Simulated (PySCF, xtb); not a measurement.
Ga(H)(NH2)2 (GaH5N2), SMILES [NH2][GaH][NH2].

GFN2-xTB run with xtb at its own geometry gives an orbital gap of 4.53 eV and a dipole moment of 0.93 D.

The structure is a stationary point at B3LYP-D3(BJ)/def2-SVP. The values are those of a single conformer.

Q: What does HF/def2-TZVPD in PySCF give? (Estimate from the structure and the level; the computed values follow.)

A: gap 11.62 eV (levels -10.17 and 1.45 eV), dipole 0.55 D.
